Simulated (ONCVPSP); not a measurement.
**Fe: one change to an ONCV potential, before and after**

```
Element                 : iron (Fe)
Generator               : ONCVPSP 4.0.1
Type                    : optimised norm-conserving Vanderbilt (ONCV)
Functional              : LDA (Perdew-Zunger)
Relativity              : scalar-relativistic
Frozen core             : [Ne]
Valence charge          : 16
Reference configuration : 3s2 3p6 3d6 4s2
Partial waves           : 3s+4s: rc 1.20 bohr, ncon 5, nbas 8, qcut 9 1/bohr, 3 projectors, debl 3.6 Ha; 3p: rc 1.30 bohr, ncon 5, nbas 9, qcut 12.9 1/bohr, 2 projectors, debl 1.6 Ha; 3d: rc 1.50 bohr, ncon 4, nbas 9, qcut 11.7 1/bohr, 1 projector
Local potential         : polynomial inside 1.05 bohr (lpopt 2, dvloc0 6 Ha)
Core correction         : none
```

In the p channel the program set the typed energies aside and used -2.202, 0.250 Ha.

All-electron outer shells of the reference configuration (LDA (Perdew-Zunger), scalar-relativistic, ld1.x):

```
shell  level (eV)  outermost node (bohr)  outermost maximum (bohr)
   2p     -698.00                      –                      0.18
   3s      -93.51                   0.33                      0.70
   3p      -59.93                   0.30                      0.72
   3d       -7.75                      –                      0.71
   4s       -5.49                   1.01                      2.38
```

Change: local potential polynomial inside 1.05 bohr (lpopt 2, dvloc0 1 Ha).

Cutoffs: the cutoffs (Ha) at which the residual kinetic energy of the hardest occupied pseudo-wave falls to 1 and 0.1 mHa per electron; they do not see the model core or the augmentation charge, which bear on the density cutoff. Errors are all-electron minus pseudo energies relative to the spin-unpolarised reference configuration.

What does the change do?

The potential gets neither clearly harder nor softer (48 Ha and 101 Ha → 48 Ha and 101 Ha); of the 4 tests that both files solve, the error grows in 0 and shrinks in 1 by more than 15 % and 0.3 meV (median size 9.0 → 8.0 meV); neither file shows a bound ghost.

| quantity | base | changed |
| --- | --- | --- |
| cutoff, loose | 48 Ha | 48 Ha |
| cutoff, tight | 101 Ha | 101 Ha |
| bound ghosts | none | none |
| GHOST(+) flags under 300 eV | none | none |
| error for 3s2 3p6 3d6 4s1, meV [ΔE 8.98 eV] | +0.4 | +0.4 |
| error for 3s2 3p6 3d6 4s0, meV [ΔE 25.47 eV] | +4.1 | +4.1 |
| error for 3s2 3p6 3d5 4s0, meV [ΔE 60.00 eV] | -16 | -12 |
| error for 3s2 3p6 3d7 4s0, meV [ΔE 6.86 eV] | +14 | +16 |
| s: phases at 1.22 bohr within 0.05 rad from the reference energy up to (Ha; the scan ends near 5) | to the end of the scan | to the end of the scan |
| p: phases at 1.32 bohr within 0.05 rad from the reference energy up to (Ha; the scan ends near 5) | to the end of the scan | to the end of the scan |
| d: phases at 1.53 bohr within 0.05 rad from the reference energy up to (Ha; the scan ends near 5) | 1.3 | 1.4 |
